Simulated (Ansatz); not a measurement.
Breaking the Ga1–H2 bond in GaH3O2 (SMILES [OH][GaH][OH]) (multiplicity 1 held, fragments rigid). Energies count from the point at 1.547 Å.
Geometry at that point (charge 0, multiplicity 1):
```xyz
6

Ga    -0.24404    -0.17751    -0.15123
H     -1.35423    -1.01629    -0.82710
O      0.02041     1.53780    -0.57659
H      0.74228     1.94033    -0.08185
O      0.90232    -0.75597     1.10558
H      0.79534    -1.67581     1.36508
```

Signs of static correlation in cc-pVDZ, with CASSCF(2,2), from Ansatz (a first-principles code) runs.

| R (Å) | T1 of restricted CCSD | ⟨S²⟩ of UHF | largest double amplitude of restricted CCSD | weight of the CASSCF reference in MRCISD | CASSCF natural occupations |
|---|---|---|---|---|---|
| 1.238 | 0.017 | 0.000 | 0.023 | 0.902 | 1.99 0.01 |
| 1.392 | 0.017 | 0.000 | 0.024 | 0.902 | 1.98 0.02 |
| 1.547 | 0.017 | 0.000 | 0.032 | 0.902 | 1.98 0.02 |
| 1.702 | 0.017 | 0.000 | 0.048 | 0.902 | 1.97 0.03 |
| 1.856 | 0.017 | 0.000 | … | 0.902 | 1.95 0.05 |
| 2.088 | 0.018 | 0.000 | 0.118 | 0.902 | 1.92 0.08 |
| 2.320 | 0.019 | 0.305 | 0.174 | 0.902 | 1.88 0.12 |
| 2.707 | 0.023 | 0.743 | … | 0.903 | 1.75 0.25 |
| 3.094 | 0.030 | 0.907 | 0.421 | 0.903 | 1.57 0.43 |
| 3.558 | 0.041 | 0.976 | 0.587 | 0.903 | 1.36 0.64 |
| 4.177 | 0.050 | 1.000 | 0.760 | 0.903 | 1.17 0.83 |
| 4.950 | 0.053 | 1.005 | 0.873 | 0.903 | 1.06 0.94 |

### Question
What belongs in the gaps?

### Answer

- 1.856, largest double amplitude of restricted CCSD: 0.071
- 2.707, largest double amplitude of restricted CCSD: 0.287

Doubts at one or more of the structures used: a restricted determinant that unrestricted orbitals would lower (R-CCSD(T)/cc-pVDZ); other coupled-cluster roots lie near (R-CCSD(T)/cc-pVDZ); T1 above 0.05 (R-CCSD(T)/cc-pVDZ, U-CCSD(T)/cc-pVDZ); a spin-contaminated determinant (U-CCSD(T)/cc-pVDZ).
